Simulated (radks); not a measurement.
These are the eigenvalues of the occupied orbitals of an atom or ion with whole-number occupations (eV). All-electron calculation, Dirac Kohn-Sham, PBE, spin-unpolarised, spherical densities, point nucleus. Program: a radial shooting solver on a logarithmic mesh with Libxc functionals.

| orbital | eigenvalue |
|---|---|
| 1s1/2 | -85496.60 |
| 2s1/2 | -15214.20 |
| 2p1/2 | -14601.78 |
| 2p3/2 | -12535.76 |
| 3s1/2 | -3635.676 |
| 3p1/2 | -3360.121 |
| 3p3/2 | -2900.798 |
| 3d3/2 | -2447.318 |
| 3d5/2 | -2349.253 |
| 4s1/2 | -816.1691 |
| 4p1/2 | -697.5407 |
| 4p3/2 | -585.8740 |
| 4d3/2 | -392.6170 |
| 4d5/2 | -371.7892 |
| 5s1/2 | -136.7628 |
| 4f5/2 | -122.3510 |
| 4f7/2 | -117.7525 |
| 5p1/2 | -97.0028 |
| 5p3/2 | -76.7955 |
| 5d3/2 | -22.9226 |
| 5d5/2 | -20.7153 |
| 6s1/2 | -15.1425 |
| 6f5/2 | -0.3660 |

Which element is it, and in what charge state? The configuration may be excited. Open shells, if any, fill j = l - 1/2 first.

Answer. Z = 81, thallium, charge 0: Tl in [Hg] 6f1. The list shows which subshells hold electrons but not how many an open one holds; the 1s level, -3141.9 hartree, gives Z - s = 79.3 by -(Z - s)^2/2, which with screening and relativity narrows Z to a few neighbours, and the depths of the outer levels then fix element, charge and occupations together.
